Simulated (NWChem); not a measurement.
## CH₃Li in NWChem

```xyz
5

Li     0.9287    -1.2907     0.0000
C     -0.2231     0.3101     0.0000
H     -0.8949     0.3739     0.8799
H     -0.8949     0.3739    -0.8799
H      0.3422     1.2640     0.0000
```
Charge 0, spin multiplicity 1.

The numbers come from NWChem runs, not from measurements. Structure: optimised with PBE0/def2-SVP, a minimum by its harmonic frequencies.

Static limit.

The correlated methods keep 1 core orbital frozen. The structure started from a generated list of species.

**Question.** Give the polarisability tensor in bohr³ at CCSD linear response/def2-SVPD, 1 core orbitals frozen, in the frame of the coordinates, and its isotropic mean.

**Answer.** 
```
34.27  -3.78   0.00
-3.78  36.81   0.00
 0.00   0.00  31.56
```
Mean (one third of the trace): 34.21 bohr³.
